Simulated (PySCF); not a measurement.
A structure optimised at PBE0-D3(BJ)/def2-SVP, used in a PySCF frequency run:

```
O
Si 1 1.6800
H 2 1.4874 1 106.49
H 2 1.4921 3 110.39 1 -119.58
H 2 1.4921 3 110.39 4 -120.84
Sn 1 1.9258 2 134.80 3 180.00
F 6 1.9066 1 111.29 2 120.24
F 6 1.9066 7 107.21 1 -121.92
F 6 1.9111 7 108.51 8 -117.01
```

**Question.** Write its SMILES and formula.

**Answer.** [F][Sn]([F])([F])[O][SiH3], F3H3OSiSn

**Question.** What are its rotational constants (standard atomic weights)?

**Answer.** 2.7288, 1.0272, 1.0267 GHz
